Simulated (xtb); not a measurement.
xtb input (GFN2-xTB):

```bash
xtb mol.xyz --gfn 2 --sp --chrg -1 --uhf 0
```
mol.xyz:
```
11

Si     2.08583787    -0.61292001    -0.40510382
C      0.26634294    -0.06748335    -0.00733364
C     -0.88753084    -0.93911024     0.08643050
C     -1.99258630    -0.16935636     0.23575531
O     -1.65641752     1.15076338     0.23921930
C     -0.27381372     1.17611562     0.09417631
H      2.71803400     0.76899234    -0.16244717
H      2.40840168    -1.15184125     0.99918530
H     -0.86748383    -2.01735489     0.03453521
H     -3.04245135    -0.38778960     0.34414509
H      0.15863694     2.16177246     0.08811000
```

End of the output:

```
         :::::::::::::::::::::::::::::::::::::::::::::::::::::
         ::                     SUMMARY                     ::
         :::::::::::::::::::::::::::::::::::::::::::::::::::::
         :: total energy             -17.001712982167 Eh    ::
         :: gradient norm              0.038126228065 Eh/a0 ::
         :: HOMO-LUMO gap              1.362498509151 eV    ::
         ::.................................................::
         :: SCC energy               -17.200818545452 Eh    ::
         :: -> isotropic ES            0.116286905027 Eh    ::
         :: -> anisotropic ES          0.002817713601 Eh    ::
         :: -> anisotropic XC         -0.000957933105 Eh    ::
         :: -> dispersion             -0.010611335461 Eh    ::
         :: repulsion energy           0.199105563285 Eh    ::
         :: add. restraining           0.000000000000 Eh    ::
         :: total charge              -1.000000000000 e     ::
         :::::::::::::::::::::::::::::::::::::::::::::::::::::

           -------------------------------------------------
          |                Property Printout                |
           -------------------------------------------------

    * Orbital Energies and Occupations

         #    Occupation            Energy/Eh            Energy/eV
      -------------------------------------------------------------
         1        2.0000           -0.5573877             -15.1673
       ...           ...                  ...                  ...
         4        2.0000           -0.4163040             -11.3282
         5        2.0000           -0.4002936             -10.8925
         6        2.0000           -0.3893207             -10.5940
         7        2.0000           -0.3789357             -10.3114
         8        2.0000           -0.3562613              -9.6944
         9        2.0000           -0.3250430              -8.8449
        10        2.0000           -0.3038743              -8.2688
        11        2.0000           -0.2716573              -7.3922
        12        2.0000           -0.2374991              -6.4627
        13        2.0000           -0.2068622              -5.6290
        14        2.0000           -0.1855793              -5.0499
        15        2.0000           -0.1819091              -4.9500
        16        2.0000           -0.0868608              -2.3636 (HOMO)
        17                         -0.0367899              -1.0011 (LUMO)
        18                          0.0175753               0.4782
        19                          0.0513432               1.3971
        20                          0.0625945               1.7033
        21                          0.1723423               4.6897
        22                          0.1931066               5.2547
        23                          0.2311799               6.2907
        24                          0.2524865               6.8705
        25                          0.2920681               7.9476
        26                          0.3031281               8.2485
        27                          0.3291765               8.9573
       ...                                ...                  ...
        34                          0.8619562              23.4550
      -------------------------------------------------------------
                  HL-Gap            0.0500709 Eh            1.3625 eV
             Fermi-level           -0.0618253 Eh           -1.6824 eV

     #   Z          covCN         q      C6AA      α(0)
     1  14 Si       2.645     0.052   196.426    30.776
     2   6 C        2.902    -0.146    31.759     9.240
     3   6 C        3.036    -0.074    29.805     8.955
     4   6 C        2.988     0.052    26.818     8.495
     5   8 O        1.719    -0.289    18.793     5.853
     6   6 C        3.057     0.046    26.910     8.507
     7   1 H        0.887    -0.290    20.897     7.155
     8   1 H        0.887    -0.265    17.411     6.531
     9   1 H        0.926    -0.030     3.640     2.983
    10   1 H        0.926    -0.029     3.610     2.971
    11   1 H        0.926    -0.028     3.586     2.961

 Mol. C6AA /au·bohr⁶  :       2884.979820
 Mol. C8AA /au·bohr⁸  :      90035.293708
 Mol. α(0) /au        :         94.427304

Wiberg/Mayer (AO) data.
largest (>0.10) Wiberg bond orders for each atom

 ---------------------------------------------------------------------------
     #   Z sym  total        # sym  WBO       # sym  WBO       # sym  WBO
 ---------------------------------------------------------------------------
     1  14 Si   2.606 --     7 H    0.864     8 H    0.862     2 C    0.819
     2   6 C    3.824 --     6 C    1.629     3 C    1.234     1 Si   0.819
     3   6 C    3.973 --     4 C    1.648     2 C    1.234     9 H    0.978
                             5 O    0.100
     4   6 C    3.897 --     3 C    1.648     5 O    1.100    10 H    0.965
                             6 C    0.140
     5   8 O    2.328 --     4 C    1.100     6 C    1.030     3 C    0.100
     6   6 C    3.857 --     2 C    1.629     5 O    1.030    11 H    0.971
                             4 C    0.140
     7   1 H    0.916 --     1 Si   0.864
     8   1 H    0.930 --     1 Si   0.862
     9   1 H    0.999 --     3 C    0.978
    10   1 H    0.999 --     4 C    0.965
    11   1 H    0.999 --     6 C    0.971
 ---------------------------------------------------------------------------

Topologies differ in total number of bonds
Writing topology from bond orders to xtbtopo.mol

molecular dipole:
                 x           y           z       tot (Debye)
 q only:       -1.550      -0.272      -0.586
   full:       -2.342       0.381       0.239       6.062
molecular quadrupole (traceless):
                xx          xy          yy          xz          yz          zz
 q only:      -13.142       2.477       4.263      -2.301       1.525       8.879
  q+dip:      -14.683       6.638       6.442       2.669      -0.255       8.240
   full:      -13.088       7.053       5.659       2.935      -1.794       7.429

           -------------------------------------------------
          | TOTAL ENERGY              -17.001712982167 Eh   |
Note: The following floating-point exceptions are signalling: IEEE_UNDERFLOW_FLAG IEEE_DENORMAL
normal termination of xtb
          | GRADIENT NORM               0.038126228065 Eh/α |
          | HOMO-LUMO GAP               1.362498509151 eV   |
           -------------------------------------------------

------------------------------------------------------------------------
------------------------------------------------------------------------
 total:
 SCF:
```

It need not be the lowest isomer of its formula. Whether it binds its extra electron was not tested at this geometry.
